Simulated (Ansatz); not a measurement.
C3H8BNO, SMILES NB1OC[C@@H]1C.

Geometry optimised at TPSSh-D3(BJ)/def2-SVP. The structure was generated by enumeration; whether it is a known compound was not checked. One conformer was computed; it need not be the lowest.

Two levels are set side by side: PBE/def2-SVPD (Ansatz, a program for electronic structure) and ωB97X-V/def2-SVPD (Ansatz). Energy differences of separate SCF runs at the same geometry; the states with an electron removed or added have multiplicity 2 and 2. Differences are taken from unrounded values.

```tsv
quantity	ωB97X-V	PBE	PBE minus ωB97X-V
vertical ionisation energy (eV)	9.97	9.23	-0.74
vertical singlet–triplet gap (eV)	6.91	6.00	-0.91
```
